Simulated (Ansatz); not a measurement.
Gas-phase electronic energies from Ansatz, PBE0-D4/def2-TZVP geometries. CCSD(T)/CBS is the MP2 limit (def2-TZVPP, def2-QZVPP) plus CCSD(T) − MP2 in def2-TZVPP, frozen cores. This one scheme is used for every species. Functionals use def2-TZVPP. B3LYP here is the variant with VWN-RPA as its local correlation; programs differ in this. def2 core potentials past Kr. For Br, In outer-core shells are correlated without core-valence functions, which leaves a few kJ/mol of doubt a bond. Scalar relativity is left out up to krypton. One conformer a species, not always the lowest.

`[NH2][In]([NH2])[OH]` + HBr → `[NH2][In]([OH])[Br]` + NH₃  (ligand exchange at the In–N bond)

`[NH2][In]([NH2])[OH]`:

Z-matrix (Å, degrees):
```
N
In 1 2.022
H 1 1.010 2 116.2
H 1 1.010 2 115.5 3 128.6
N 2 2.014 1 126.9 3 31.6
O 2 1.990 1 118.4 3 -160.6
H 5 1.010 2 116.8 1 -39.6
H 5 1.011 2 114.4 1 -168.2
H 6 0.959 2 113.4 1 -0.4
```

HBr:

Z-matrix (Å, degrees):
```
Br
H 1 1.420
```

`[NH2][In]([OH])[Br]`:

```xyz
7

N     0.486   -0.317   -1.539
In   -0.033   -0.110    0.384
O    -1.483    1.104    0.941
Br    0.944   -1.531    2.146
H     1.418   -0.675   -1.695
H     0.339    0.497   -2.118
H    -1.670    1.032    1.881
```

NH₃:

```xyz
4

N     0.057   -0.118   -0.250
H    -0.891    0.235   -0.208
H     0.161   -0.778    0.511
H     0.673    0.661   -0.054
```

| level | ΔE (kcal/mol) | difference from CCSD(T)/CBS |
| --- | --- | --- |
| LDA (SPW92) | -30.7 | 1.4 |
| r2SCAN-D4 | -33.7 | -1.6 |
| B3LYP-D4 | -33.1 | -1.0 |
| BHLYP-D4 | -35.3 | -3.2 |
| r2SCAN | -33.8 | -1.7 |
| CCSD/def2-SVP | -33.7 | -1.6 |
| CCSD(T)/def2-SVP | -33.3 | -1.2 |
| MP2/def2-TZVPP | -31.9 | 0.2 |
| SCS-MP2/def2-QZVPP | -32.0 | 0.1 |
| HF/CBS(def2) | -37.4 | -5.3 |
| CCSD(T)/CBS | -32.1 | 0 |

Largest T1 diagnostic among the species: 0.015.

At CCSD(T), def2-SVP lies −1.2 kcal/mol from the extrapolated value and def2-TZVPP +0.6 kcal/mol. In def2-TZVPP, CCSD(T) changes the Hartree–Fock value by +6.1 kcal/mol (the triples alone add +0.5 kcal/mol) and MP2 by +5.7 kcal/mol.
